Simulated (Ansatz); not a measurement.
Potential energy curve for GaC (cation, charge +1), lowest singlet found (which spin is the ground state isn't settled by this scan).

Levels of theory: RKS-PBE = restricted PBE/aug-cc-pVDZ run with Ansatz (an electronic-structure program); RKS-B3LYP = restricted B3LYP/aug-cc-pVDZ (Ansatz); FCI = full CI/aug-cc-pVDZ, cores with 3d frozen (Ansatz).

Energies relative to the lowest point of each curve between 2.66 and 3.50 Å, where full CI is lowest, in eV; the last columns give the error against full CI:

```json
[
 {"R / Å": "2.66", "RKS-PBE": "0.010", "RKS-B3LYP": "0.015", "FCI": "0.022", "RKS-PBE − FCI": "-0.012", "RKS-B3LYP − FCI": "-0.007"},
 {"R / Å": "2.89", "RKS-PBE": "0.000", "RKS-B3LYP": "0.000", "FCI": "0.000", "RKS-PBE − FCI": "0.000", "RKS-B3LYP − FCI": "0.000"},
 {"R / Å": "3.14", "RKS-PBE": "0.073", "RKS-B3LYP": "0.067", "FCI": "0.048", "RKS-PBE − FCI": "0.025", "RKS-B3LYP − FCI": "0.019"},
 {"R / Å": "3.50", "RKS-PBE": "0.226", "RKS-B3LYP": "0.209", "FCI": "0.156", "RKS-PBE − FCI": "0.070", "RKS-B3LYP − FCI": "0.053"},
 {"R / Å": "3.90", "RKS-PBE": "0.390", "RKS-B3LYP": "0.362", "FCI": "0.266", "RKS-PBE − FCI": "0.123", "RKS-B3LYP − FCI": "0.096"},
 {"R / Å": "4.38", "RKS-PBE": "0.543", "RKS-B3LYP": "0.507", "FCI": "0.359", "RKS-PBE − FCI": "0.183", "RKS-B3LYP − FCI": "0.148"},
 {"R / Å": "4.91", "RKS-PBE": "0.654", "RKS-B3LYP": "0.615", "FCI": "0.421", "RKS-PBE − FCI": "0.233", "RKS-B3LYP − FCI": "0.194"},
 {"R / Å": "5.76", "RKS-PBE": "0.738", "RKS-B3LYP": "0.709", "FCI": "0.469", "RKS-PBE − FCI": "0.269", "RKS-B3LYP − FCI": "0.240"},
 {"R / Å": "6.68", "RKS-PBE": "0.760", "RKS-B3LYP": "0.751", "FCI": "0.492", "RKS-PBE − FCI": "0.268", "RKS-B3LYP − FCI": "0.258"}
]
```

RKS-PBE is furthest from FCI at 5.76 (0.269 eV, above); its mean absolute error over the points is 0.132 eV.

RKS-B3LYP is furthest from FCI at 6.68 (0.258 eV, above); its mean absolute error over the points is 0.113 eV.

The scan ran from 1.43 to 6.68 Å; beyond the distances shown full CI changes its symmetry label. The restricted form behind RKS-PBE, RKS-B3LYP keeps the bonding electrons paired and can't separate into open-shell fragments.
